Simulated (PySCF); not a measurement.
Molecule: Si(H)(Me)2(Et), C4H12Si, SMILES C[SiH](CC)C. Atoms near the plane z = 0.0 Å, at the GFN2-xTB optimised geometry (x, y, z in Å): Si1 (-0.3, 0.3, 0.0), C2 (1.6, 0.3, 0.0), C3 (-0.9, 2.1, 0.0), H7 (2.0, 0.8, 0.9), H8 (2.0, -0.7, 0.0), H9 (2.0, 0.8, -0.9), H10 (-0.6, 2.6, 0.9), H11 (-2.0, 2.1, 0.0), H12 (-0.6, 2.6, -0.9), H16 (-0.9, -2.6, 0.7).

Calculation: B3LYP/def2-SVP run with PySCF. Cells within 0.4 Å of a nucleus heavier than hydrogen are left out (blank, or x). The values are rescaled to run from 0 to 1.

```
|00000000000000000000000000000|
|00000000000000000000000000000|
|00000000001111100000000000000|
|00000000122232210000000000000|
|00000012233444321000000000000|
|00000123445665432100000000000|
|00000235667777643100000000000|
|00001346788887653211100000000|
|00001356888xx8653322221000000|
|00001346788xx8654444432100000|
|00000245677887765556553210000|
|00000124456777766677764320000|
|00000023456679877888865320000|
|0000001234569xx788xx875321000|
|0000001234568x9778xx875320000|
|00000012345677767788875320000|
|00000012345666656678875320000|
|00000012234555544567764310000|
|00000001233444433455553210000|
|00000000233444332334432100000|
|00000000234554332222211000000|
|00000000234555432110000000000|
|00000000234554321100000000000|
|00000000123444321000000000000|
|00000000012332210000000000000|
|00000000001111100000000000000|
|00000000000000000000000000000|
|00000000000000000000000000000|
|00000000000000000000000000000|
```
Scale: ten equal steps from 0.000 (start of '0') to 1.00 (end of '9'), in the order '0123456789'; x runs from -5.00 to 5.00, y from -5.00 (bottom) to 5.00 (top).

Task: Which quantity is mapped?
A. electron localisation function
B. electrostatic potential
C. log10 of the electron density
D. deformation density (molecule minus spherical neutral atoms)

Result: C, log10 of the electron density. In full: log10 of the electron density (e/bohr³), floored at −4.
